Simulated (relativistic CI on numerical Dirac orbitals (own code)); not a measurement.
## Hyperfine structure of Tm LI, mass number 169

Method of calculation: Dirac-Coulomb-Breit CI, separate exchange-only KLI orbitals for each configuration, a model potential for QED, unscaled Slater integrals (own radial code, finite nucleus).

Configurations in the expansion (outside the closed core [Ne]): 3s²3p⁶3d, 3s²3p⁵3d², 3s3p⁶3d², 3s²3p⁶4s, 3s²3p⁶4p, 3s²3p⁶4d, 3s²3p⁵3d4s, 3s²3p⁶4f, 3s²3p⁵3d4p, 3p⁶3d³, 3p⁵3d⁴, 3p⁵3d³4s. Double excitations out of closed p, d and f shells are left out; levels of such configurations are missing from the list, as are those of other unlisted configurations, and high levels can miss mixing partners. These lack a partner that the ground configuration has and come out too high: 3s²3p⁵3d4p.

Nuclear spin I = 1/2, μ = -0.231 μN (tables of Stone and Pyykkö). The electronic factors are computed for point nuclear moments, without core polarisation or the Bohr-Weisskopf and QED corrections.

```
            Level   E (eV)  A (MHz)
   3s²3p⁶3d ²D3/2    0.000   -39340
   3s²3p⁶3d ²D5/2   55.594   -15790
 3s²3p⁵3d² ⁴D°1/2  231.020    -8869
 3s²3p⁵3d² ⁴D°5/2  280.649   -21680
 3s²3p⁵3d² ⁴G°9/2  285.131   -38890
3s²3p⁵3d² ²H°11/2  295.068   -37250
```

Levels with J = 0, under 50 % of one LS term, or S terms without an open s electron are left out. Small factors come from cancelling terms and can be off by tens of per cent or more.

At this charge energies of transitions that change n are usually good to better than 1 %, and those within a shell (Δn = 0) to a few per cent.

Give the hyperfine levels of 3s²3p⁶3d ²D3/2 relative to its centre of gravity.

With K = F(F + 1) − I(I + 1) − J(J + 1), E = AK/2: F = 1: 49170, F = 2: -29500 MHz.

LS names give the leading component of a level, which can be under half, so a name can repeat, a term be missing and a line seem to break the LS rules.
